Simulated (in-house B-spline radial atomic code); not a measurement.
Ionisation energies along the 44-electron series, configuration 1s2 2s2 2p6 3s2 3p6 3d10 4s2 4p6 4d3/2(4) 4d5/2(4), as differences of self-consistent energies. Dirac energy differences include first-order Breit, QED and recoil terms. NIST's values go from ground level to ground level; the uncertainty of those that are theory runs from under 0.1 % in few-electron ions to several per cent in heavy many-electron ones. Computed with an all-electron radial atomic-structure program (B-spline basis): Dirac-Hartree-Fock, jj configuration that fills j = l - 1/2 first, finite nuclei.

A number in brackets counts the electrons of a j subshell.

```json
{"ion": "Sb7+", "configuration after": "[Kr] 4d3/2(4) 4d5/2(3)", "ionisation energy (eV)": "140.5", "IE/(q+1)² (eV)": "2.1953", "-ε less Coulomb ΔSCF (eV)": "1.4342", "Breit and QED recoil part (eV)": "0.019088", "tabulated value (eV)": "139", "tabulated kind": "tabulated theory", "computed minus tabulated (eV)": "1.5"}
{"ion": "Te8+", "configuration after": "[Kr] 4d3/2(4) 4d5/2(3)", "ionisation energy (eV)": "168.1", "IE/(q+1)² (eV)": "2.0755", "-ε less Coulomb ΔSCF (eV)": "1.4236", "Breit and QED recoil part (eV)": "0.015502", "tabulated value (eV)": "167", "tabulated kind": "tabulated theory", "computed minus tabulated (eV)": "1.1"}
{"ion": "I9+", "configuration after": "[Kr] 4d3/2(4) 4d5/2(3)", "ionisation energy (eV)": "197.6", "IE/(q+1)² (eV)": "1.976", "-ε less Coulomb ΔSCF (eV)": "1.4164", "Breit and QED recoil part (eV)": "0.010752", "tabulated value (eV)": "197", "tabulated kind": "tabulated theory", "computed minus tabulated (eV)": "0.6"}
{"ion": "Xe10+", "configuration after": "[Kr] 4d3/2(4) 4d5/2(3)", "ionisation energy (eV)": "228.9", "IE/(q+1)² (eV)": "1.892", "-ε less Coulomb ΔSCF (eV)": "1.4114", "Breit and QED recoil part (eV)": "0.0048181", "tabulated value (eV)": "229.02", "tabulated kind": "semi-empirical", "computed minus tabulated (eV)": "-0.1"}
{"ion": "Cs11+", "configuration after": "[Kr] 4d3/2(4) 4d5/2(3)", "ionisation energy (eV)": "262.1", "IE/(q+1)² (eV)": "1.8201", "-ε less Coulomb ΔSCF (eV)": "1.4082", "Breit and QED recoil part (eV)": "-0.0023515", "tabulated value (eV)": "261", "tabulated kind": "tabulated theory", "computed minus tabulated (eV)": "1.1"}
{"ion": "Ba12+", "configuration after": "[Kr] 4d3/2(4) 4d5/2(3)", "ionisation energy (eV)": "297.1", "IE/(q+1)² (eV)": "1.7578", "-ε less Coulomb ΔSCF (eV)": "1.4064", "Breit and QED recoil part (eV)": "-0.010788", "tabulated value (eV)": "296", "tabulated kind": "tabulated theory", "computed minus tabulated (eV)": "1.1"}
{"ion": "La13+", "configuration after": "[Kr] 4d3/2(4) 4d5/2(3)", "ionisation energy (eV)": "333.8", "IE/(q+1)² (eV)": "1.7032", "-ε less Coulomb ΔSCF (eV)": "1.4055", "Breit and QED recoil part (eV)": "-0.020552", "tabulated value (eV)": "332", "tabulated kind": "tabulated theory", "computed minus tabulated (eV)": "1.8"}
{"ion": "Ce14+", "configuration after": "[Kr] 4d3/2(4) 4d5/2(3)", "ionisation energy (eV)": "372.4", "IE/(q+1)² (eV)": "1.6551", "-ε less Coulomb ΔSCF (eV)": "1.4054", "Breit and QED recoil part (eV)": "-0.031685", "tabulated value (eV)": "371", "tabulated kind": "tabulated theory", "computed minus tabulated (eV)": "1.4"}
{"ion": "Pr15+", "configuration after": "[Kr] 4d3/2(4) 4d5/2(3)", "ionisation energy (eV)": "412.7", "IE/(q+1)² (eV)": "1.6122", "-ε less Coulomb ΔSCF (eV)": "1.4059", "Breit and QED recoil part (eV)": "-0.044237", "tabulated value (eV)": "412", "tabulated kind": "tabulated theory", "computed minus tabulated (eV)": "0.7"}
{"ion": "Nd16+", "configuration after": "[Kr] 4d3/2(4) 4d5/2(3)", "ionisation energy (eV)": "454.8", "IE/(q+1)² (eV)": "1.5738", "-ε less Coulomb ΔSCF (eV)": "1.4069", "Breit and QED recoil part (eV)": "-0.058259", "tabulated value (eV)": "453", "tabulated kind": "tabulated theory", "computed minus tabulated (eV)": "1.8"}
```
